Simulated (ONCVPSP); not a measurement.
# Ranking ONCV potentials for O

All share these settings but for the change named:

- Element: O (Z = 8)
- Generator: ONCVPSP 4.0.1
- Type: optimised norm-conserving Vanderbilt (ONCV)
- Functional: LDA (Perdew-Wang 92)
- Relativity: scalar-relativistic
- Frozen core: [He]
- Valence charge: 6
- Reference configuration: 2s2 2p3.5 (charge +0.5)
- Partial waves: 2s: rc 0.75 bohr, ncon 4, nbas 7, qcut 9.4 1/bohr, 2 projectors, debl 2.2 Ha; 2p: rc 1.10 bohr, ncon 5, nbas 10, qcut 14.3 1/bohr, 2 projectors, debl 1.4 Ha; d scattering state at 0.29 Ha: rc 1.00 bohr, ncon 3, nbas 8, qcut 9.7 1/bohr, 1 projector
- Local potential: polynomial inside 0.55 bohr (lpopt 3, dvloc0 3 Ha)
- Core correction: polynomial model core, fcfact 0.25

Cutoff: the first of the cutoffs (Ha) at which the residual kinetic energy of the hardest occupied pseudo-wave falls to 1 and 0.1 mHa per electron; the density cutoff is not measured.

The base gives 60 Ha.

Of 6 variants that were run, those that failed, showed a ghost or another fault, or gave nearly equal values are left out.

A variant can come out equal or close to the base.

(1) Rank these variants from softest to hardest (loose cutoff).
A. all radii but the core radius scaled by about 1.16 (s 0.86, p 1.28, d 1.16 bohr); local potential polynomial inside 0.64 bohr (lpopt 3, dvloc0 3 Ha)
B. all radii but the core radius scaled by about 0.88 (s 0.66, p 0.96, d 0.88 bohr); local potential polynomial inside 0.48 bohr (lpopt 3, dvloc0 3 Ha)
C. all radii but the core radius scaled by about 1.31 (s 0.98, p 1.44, d 1.32 bohr); local potential polynomial inside 0.72 bohr (lpopt 3, dvloc0 3 Ha)

## Answers

(1) C (44 Ha), A (52 Ha), B (67 Ha).
